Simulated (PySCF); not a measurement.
**Spinor energies of Si(4+) (silicon, charge +4)**

Start: [Ne]. Calculated with PySCF 2.14 in an even-tempered Gaussian basis (19 s from 0.052 bohr⁻², ratio 2.6; 13 p from 0.068 bohr⁻², ratio 2.6; 7 d from 0.069 bohr⁻², ratio 2.8; 3 f from 6.5 bohr⁻², ratio 2.8): generalised Hartree-Fock with the X2C-1e Hamiltonian and a Gaussian nucleus; spin-orbit coupling (SO) screened by Boettger's factors.

| spinor shell | electrons | ε, screened SO (eV) | weight of nominal j (screened SO) | rms radius, screened SO (bohr) |
| --- | --- | --- | --- | --- |
| 1s1/2 | 2 | -1931.7 | 1.000 | 0.129 |
| 2s1/2 | 2 | -220.50 | 1.000 | 0.610 |
| 2p1/2 | 2 | -169.01 | 1.000 | 0.591 |
| 2p3/2 | 4 | -168.31 | 1.000 | 0.593 |

```tsv
quantity	screened SO
E (hartree)	-285.77914
M_J	0
⟨J²⟩	0.000
⟨L²⟩	0.000
⟨S²⟩	0.000
```
